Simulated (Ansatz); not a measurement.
Basis-set extrapolation for ClH$_{6}$NSi$_{2}$ (`N[SiH]([SiH3])Cl`) (PBE0-D4/def2-TZVP geometry, frozen core, the Gaussian-basis code of Ansatz). Multiplicity 1, RHF reference.

```csv
,def2-TZVPP,def2-QZVPP
HF,-1095.451784,-1095.485614
MP2 correlation,-0.653755,-0.708404
CCSD(T) correlation,-0.739801,not run
```

Energies in hartree. Use E(X) = E(∞) + A·exp(−7.88·√X) for Hartree–Fock and E(X) = E(∞) + B·X^(−2.97) for correlation, with X = 3 and 4, and add CCSD(T) minus MP2 of the smaller set to the MP2 limit.

Question: What is the CCSD(T) energy at the basis-set limit?

Answer: HF limit: -1095.485614 + (-0.033830) × 0.13774 = -1095.49027. MP2 limit: -0.708404 + (-0.054649) × 0.74074 = -0.74888. Higher-order term: -0.739801 − (-0.653755) = -0.08605. Total: -1096.32520 hartree, 83.8 kcal/mol below CCSD(T)/def2-TZVPP.
